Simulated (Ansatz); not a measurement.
C3H6Si can be A, `C=C=C[SiH3]`, or B, `C[SiH]1C=C1`.

Isolated molecules relaxed with PBE0-D4/def2-TZVP in Ansatz; ΔE leaves out vibrations. CCSD(T)/CBS adds triple-zeta CCSD(T) − MP2 to the extrapolated MP2 energy (def2 sets, frozen cores). Functionals use def2-TZVPP. B3LYP here is the variant with VWN-RPA as its local correlation; programs differ in this.

A:

```xyz
10

C    -1.1431   -1.6968   -0.7969
C    -0.2343   -0.7755   -0.6711
C     0.6569    0.1589   -0.5111
Si    0.5922    1.3229    0.9394
H    -2.0579   -1.5084   -1.3482
H    -1.0071   -2.6800   -0.3598
H     1.4537    0.2523   -1.2477
H     0.4676    2.7289    0.4687
H     1.8442    1.2225    1.7368
H    -0.5724    0.9751    1.7899
```

B:

Z-matrix (Å, degrees):
```
C
Si 1 1.863
H 1 1.091 2 110.7
H 1 1.093 2 110.6 3 -120.4
H 1 1.093 2 110.7 3 120.4
C 2 1.807 1 123.4 3 -25.4
C 2 1.807 1 123.4 3 27.1
H 2 1.486 1 111.1 3 -179.2
H 6 1.084 2 156.7 1 -74.8
H 7 1.084 2 156.7 1 74.7
```

**Question.** Which isomer does CCSD(T)/CBS put lower? Give the gap. (Estimate.)

**Answer.** The calculation gave: B, by 4.3 kcal/mol.

**Question.** Give E(B) − E(A) in kcal/mol with CCSD(T)/def2-TZVPP, B2PLYP, MP2/def2-TZVPP, B3LYP-D4, r2SCAN-D4, CCSD/def2-TZVPP, B3LYP. (Estimate.)

**Answer.** The calculation gave: CCSD(T)/def2-TZVPP -3.4, B2PLYP -1.6, MP2/def2-TZVPP -6.1, B3LYP-D4 0.5, r2SCAN-D4 -3.6, CCSD/def2-TZVPP -3.2, B3LYP 0.8. The order is the other way round with B3LYP-D4, B3LYP.

**Question.** Does the order hold for the free energy at 298.15 K (harmonic terms from PBE0-D4)? (An estimate is asked.)

**Answer.** Ansatz gave: Yes: G(B) − G(A) = -0.9 kcal/mol.

Largest T1 diagnostic: 0.012.

From BLYP to BHLYP (50 % exact exchange), in def2-TZVPP and without D4, E(B) − E(A) moves by −3.9 kcal/mol. Leaving LDA and LC-ωPBE aside and taking each functional with its dispersion term where it has one, the values, not all of them listed here, spread over 9.8 kcal/mol, from PBE-QIDH to BLYP-D4. LDA lies −2.5 kcal/mol from PBE without D4.
